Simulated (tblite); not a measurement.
Run record: tight-binding relaxation, `C=C/[C](=C/F)[GeH]1[CH2]C(=N)[CH2]1`.

Computed with GFN2-xTB geometry optimisation, gas phase (tblite 0.8.0). Start geometry: from a force field or distance geometry. The input is one job of a driver script: a line of settings, then coordinates in Å.

Command:
```bash
OMP_NUM_THREADS=1 python probes_run.py task.json out
```

Input:
```
{"job": {"kind": "relax", "xc": "GFN2-xTB", "basis": "xTB"}, "charge": 0, "multiplicity": 1}
C      2.662700    -1.033400    -0.690700
C      2.510900     0.285200    -0.503800
C      1.283800     0.673300     0.203700
C      1.015400     1.956400     0.447500
F     -0.100300     2.364900     1.093200
Ge     0.019000    -0.646700     0.736300
C     -1.164400    -1.073600    -0.718200
C     -2.174600    -0.056000    -0.308600
N     -3.060500     0.582400    -0.975800
C     -1.763900    -0.107700     1.119900
H      1.847900    -1.650900    -0.323800
H      3.529700    -1.409300    -1.189000
H      3.245700     1.005100    -0.805600
H      1.738300     2.707700     0.144300
H      0.585900    -1.901700     1.382100
H     -1.512200    -2.122700    -0.616700
H     -0.689800    -0.796900    -1.675200
H     -3.720000     1.262100    -0.597500
H     -2.363000    -0.887400     1.625800
H     -1.895700     0.859900     1.649100
```

Output:
```
step      E/eV     max force
  0    -802.75235    4.343
  1    -803.13978    2.368
  2    -803.33244    1.751
  3    -803.56595    0.900
  4    -803.73545    0.734
  5    -803.78124    0.613
  6    -803.82848    0.686
  7    -803.86539    0.442
  8    -803.88617    0.278
  9    -803.89665    0.271
... (123 lines left out)
133    -803.99818    0.057
134    -803.99831    0.021
135    -803.99838    0.015
136    -803.99847    0.016
137    -803.99850    0.016
138    -803.99854    0.013
139    -803.99859    0.013
140    -803.99864    0.019
141    -803.99869    0.020
142    -803.99872    0.009
```

«max force» is the largest atomic force in eV/Å.

From which step on does the largest force stay under 0.1 eV/Å, and how much energy is left to gain from there?

From step 24 (0.090 eV/Å), 30.3 meV above the end.

Main results: energy lowered by 28.7 kcal/mol over 142 steps; largest atomic force 0.009 eV/Å at the end.

Estimate the wall time. Hardware: an Arm Neoverse V2 with one thread, no GPU, shared host with 32 logical CPUs at a one-minute load of 29.

About 1.1 s.
Labels such as C1 count atoms from 1, the log's own numbers from 0.
